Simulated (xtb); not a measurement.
C₈H₉ (SMILES Cc1c[c]cc(C)c1), doublet, from a rough starting geometry; xtb with GFN2-xTB.

The xtb input:
```
$ xtb mol.xyz --gfn 2 --uhf 1 --opt vtight --json

# file mol.xyz
17

C      2.54059717    -0.58317791     0.13838287
C      1.22790178     0.06870619    -0.07100260
C      1.15087056     1.41645674    -0.39732240
C     -0.03297016     2.00439587    -0.50952850
C     -1.20954341     1.34889924    -0.25395785
C     -1.25187686     0.02927259     0.01133485
C     -2.49798656    -0.72817940     0.12080806
C     -0.01282756    -0.60102905     0.17527787
H      3.19526945    -0.48398442    -0.72445010
H      3.01782844    -0.28806860     0.99531876
H      2.36283844    -1.74751039     0.24480187
H      2.03860527     1.96442711    -0.51780716
H     -2.16664693     1.94971906    -0.46709526
H     -2.46467611    -1.33374770     1.05782020
H     -3.35865016    -0.03717943     0.24323584
H     -2.63097282    -1.39918124    -0.65536326
H      0.07492145    -1.62810547     0.45267161
```

Task: Write the output that xtb gives for this input, abridged.

Result: 
```
   ID    Z sym.   atoms
    1    6 C      1-8
    2    1 H      9-17

           -------------------------------------------------
          |                Calculation Setup                |
           -------------------------------------------------

           -------------------------------------------------
          |                 G F N 2 - x T B                 |
           -------------------------------------------------

          ...................................................
          :                      SETUP                      :
          :.................................................:
          :  # basis functions                  41          :
          :  # atomic orbitals                  41          :
          :  # shells                           25          :
          :  # electrons                        41          :
          :  max. iterations                   250          :
          :  Hamiltonian                  GFN2-xTB          :
          :  restarted?                      false          :
          :  GBSA solvation                  false          :
          :  PC potential                    false          :
          :  electronic temp.          300.0000000     K    :
          :  accuracy                    1.0000000          :
          :  -> integral cutoff          0.2500000E+02      :
          :  -> integral neglect         0.1000000E-07      :
          :  -> SCF convergence          0.1000000E-05 Eh   :
          :  -> wf. convergence          0.1000000E-03 e    :
          :  Broyden damping             0.4000000          :
          :  net charge                          0          :
          :  unpaired electrons                  1          :
          ...................................................

 iter      E             dE          RMSdq      gap      omega  full diag
   1    -21.9897336 -0.219897E+02  0.396E+00    2.73       0.0  T
   2    -22.0103443 -0.206107E-01  0.237E+00    2.63       1.0  T
   3    -22.0047330  0.561126E-02  0.108E+00    2.83       1.0  T
   4    -22.0139539 -0.922090E-02  0.275E-01    2.68       1.0  T
   5    -22.0144305 -0.476542E-03  0.827E-02    2.73       1.0  T
   6    -22.0145245 -0.940229E-04  0.402E-02    2.72       1.0  T
   7    -22.0145353 -0.107974E-04  0.165E-02    2.72       1.5  T
   8    -22.0145358 -0.499180E-06  0.246E-03    2.72       9.9  T
   9    -22.0145358 -0.731134E-07  0.111E-03    2.72      21.9  T
[...]
         :: total energy             -21.590199944544 Eh    ::
 * total energy  :   -21.5901999 Eh     change       -0.2565308E-09 Eh
 * total energy  :   -21.6098595 Eh     change       -0.1965951E-01 Eh
 * total energy  :   -21.6129303 Eh     change       -0.3070859E-02 Eh
 * total energy  :   -21.6131490 Eh     change       -0.2186615E-03 Eh
 * total energy  :   -21.6131862 Eh     change       -0.3723405E-04 Eh
 * total energy  :   -21.6131923 Eh     change       -0.6125709E-05 Eh
 * total energy  :   -21.6131930 Eh     change       -0.6509168E-06 Eh
 * total energy  :   -21.6131931 Eh     change       -0.1304043E-06 Eh
 * total energy  :   -21.6131931 Eh     change       -0.2188166E-07 Eh
   *** GEOMETRY OPTIMIZATION CONVERGED AFTER 9 ITERATIONS ***
         :: total energy             -21.613193142669 Eh    ::
[...]
 ---------------------------------------------------------------------------
     1   6 C    3.996 --     2 C    1.019    11 H    0.983     9 H    0.976
                            10 H    0.971
     2   6 C    3.983 --     8 C    1.433     3 C    1.343     1 C    1.019
                             5 C    0.112
     3   6 C    3.987 --     4 C    1.511     2 C    1.343    12 H    0.958
                             6 C    0.114
     4   6 C    3.287 --     3 C    1.511     5 C    1.489     8 C    0.103
     5   6 C    3.987 --     4 C    1.489     6 C    1.364    13 H    0.958
                             2 C    0.112
     6   6 C    3.983 --     8 C    1.412     5 C    1.364     7 C    1.019
                             3 C    0.114
     7   6 C    3.996 --     6 C    1.019    15 H    0.985    14 H    0.976
                            16 H    0.969
     8   6 C    3.990 --     2 C    1.433     6 C    1.412    17 H    0.962
                             4 C    0.103
     9   1 H    0.998 --     1 C    0.976
    10   1 H    0.998 --     1 C    0.971
    11   1 H    0.998 --     1 C    0.983
    12   1 H    0.998 --     3 C    0.958
    13   1 H    0.998 --     5 C    0.958
    14   1 H    0.998 --     7 C    0.976
    15   1 H    0.998 --     7 C    0.985
    16   1 H    0.998 --     7 C    0.969
    17   1 H    0.999 --     8 C    0.962
 ---------------------------------------------------------------------------

Topologies differ in total number of bonds
Writing topology from bond orders to xtbtopo.mol

molecular dipole:
                 x           y           z       tot (Debye)
 q only:        0.018      -0.375       0.090
   full:        0.028      -0.556       0.133       1.456
molecular quadrupole (traceless):
                xx          xy          yy          xz          yz          zz
 q only:        3.684       0.215      -1.885      -0.007       0.038      -1.799
  q+dip:        6.442       0.356      -2.121      -0.018      -0.553      -4.321
   full:        5.035       0.344      -2.764       0.020       0.153      -2.271

optimized geometry written to: xtbopt.xyz

           -------------------------------------------------
          | TOTAL ENERGY              -21.613193142669 Eh   |
          | GRADIENT NORM               0.000035062408 Eh/α |
          | HOMO-LUMO GAP               2.605318802143 eV   |
           -------------------------------------------------

normal termination of xtb
```
